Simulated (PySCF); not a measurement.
C4H3FOS, SMILES s1cc(F)cc1O.

The structure is a stationary point at ωB97X-D3(BJ)/def2-SVP. Other conformers were not sampled.

Two levels are set side by side: TDDFT-PBE/def2-SVPD (PySCF) and TDDFT-LC-ωPBE/def2-SVPD (PySCF). Vertical, same geometry. The lowest singlet is HOMO→LUMO 100 % with PBE and HOMO→LUMO 67 % with the other functional; states are paired by order. Differences are taken from unrounded values.

```tsv
quantity	TDDFT-LC-ωPBE	TDDFT-PBE	TDDFT-PBE minus TDDFT-LC-ωPBE
lowest singlet excitation (eV)	5.33	4.01	-1.31
lowest triplet excitation (TDA) (eV)	3.53	3.57	0.04
first bright state (f over 0.05) (eV)	5.63	5.14	-0.49
its oscillator strength	0.11	0.08	-0.03
```

Functionals without exact exchange tend to place singlet excitations lower, as here. Differences between two approximate levels are no errors against the true value.

Rough cost on one machine, each run with all the roots and properties that it gave: TDDFT-LC-ωPBE against TDDFT-PBE about 5 times.
